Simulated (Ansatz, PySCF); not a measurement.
Gas-phase reaction (SMILES): N[Si](N)(Br)Br + 4 [H][H] (H2) -> 2 Br (HBr) + 2 N (NH3) + [SiH4] (SiH4); energy of full hydrogenation.

Structures are relaxed separately at B3LYP-D3(BJ)/def2-TZVP in Ansatz (a program for electronic structure), one conformer each, not searched for the lowest. Cores are frozen in the correlated levels unless marked. No spin-orbit coupling. The frozen core is the preceding noble-gas configuration, with the filled d and f shells of earlier blocks. No relativistic terms. CBS marks a two-point X^-3 extrapolation of the correlation energy; Hartree-Fock from the larger set. The bracket is a focal-point correction in the basis named. Thermal terms are rigid-rotor harmonic-oscillator values from B3LYP-D3(BJ) frequencies (Ansatz or PySCF) at 298.15 K and 1 atm. 1 Eh = 627.5095 kcal/mol.

```json
[
 {"species": "N[Si](N)(Br)Br", "E, RI-MP2/CBS(def2-TZVPPD,def2-QZVPPD)+[CCSD(T)-MP2]/def2-TZVPPD (Ansatz) (Eh)": "-5546.43223", "E, wB97X-V/def2-TZVPD (Ansatz) (Eh)": "-5549.40539", "H - E (Eh)": "0.06450", "G - E (Eh)": "0.02226"},
 {"species": "[H][H] (H2)", "E, RI-MP2/CBS(def2-TZVPPD,def2-QZVPPD)+[CCSD(T)-MP2]/def2-TZVPPD (Ansatz) (Eh)": "-1.17532", "E, wB97X-V/def2-TZVPD (Ansatz) (Eh)": "-1.17238", "H - E (Eh)": "0.01336", "G - E (Eh)": "-0.00144"},
 {"species": "Br (HBr)", "E, RI-MP2/CBS(def2-TZVPPD,def2-QZVPPD)+[CCSD(T)-MP2]/def2-TZVPPD (Ansatz) (Eh)": "-2573.28273", "E, wB97X-V/def2-TZVPD (Ansatz) (Eh)": "-2574.52162", "H - E (Eh)": "0.00927", "G - E (Eh)": "-0.01328"},
 {"species": "N (NH3)", "E, RI-MP2/CBS(def2-TZVPPD,def2-QZVPPD)+[CCSD(T)-MP2]/def2-TZVPPD (Ansatz) (Eh)": "-56.50761", "E, wB97X-V/def2-TZVPD (Ansatz) (Eh)": "-56.56167", "H - E (Eh)": "0.03799", "G - E (Eh)": "0.01614"},
 {"species": "[SiH4] (SiH4)", "E, RI-MP2/CBS(def2-TZVPPD,def2-QZVPPD)+[CCSD(T)-MP2]/def2-TZVPPD (Ansatz) (Eh)": "-291.46147", "E, wB97X-V/def2-TZVPD (Ansatz) (Eh)": "-291.83995", "H - E (Eh)": "0.03520", "G - E (Eh)": "0.01198"}
]
```

**Question.** Work out ΔE and ΔH, ΔG, ΔS and the equilibrium constant at 298.15 K at the first level, then ΔH at the second.

**Answer.** 
1. ΔE = [2×(-2573.28273) + 2×(-56.50761) + (-291.46147)] - [(-5546.43223) + 4×(-1.17532)] = 0.09136 Eh = 57.3 kcal/mol at RI-MP2/CBS(def2-TZVPPD,def2-QZVPPD)+[CCSD(T)-MP2]/def2-TZVPPD.
2. The terms H - E add up to 0.01178 Eh, so ΔH = (0.09136 + (0.01178))×627.5095 = 64.7 kcal/mol.
3. The terms G - E add up to 0.00120 Eh, so ΔG = 58.1 kcal/mol, and ΔS = (0.01178 - (0.00120))×627509.5/298.15 = 22.3 cal/(mol K).
4. log10 K = -ΔG/(RT ln 10) = -42.6, with RT ln 10 = 1.3642 kcal/mol.
5. With ΔH and ΔS taken as constant, ΔG changes sign near ΔH/ΔS = 2900 K, a rough figure that leaves out heat capacities.
6. At wB97X-V/def2-TZVPD the same steps give ΔE = 55.5 and ΔH = 62.9 kcal/mol, a shift of -1.8 from the first level.
7. These values are not checked against measurement here, since the tables used lack a sound gas-phase enthalpy of formation for at least one species.
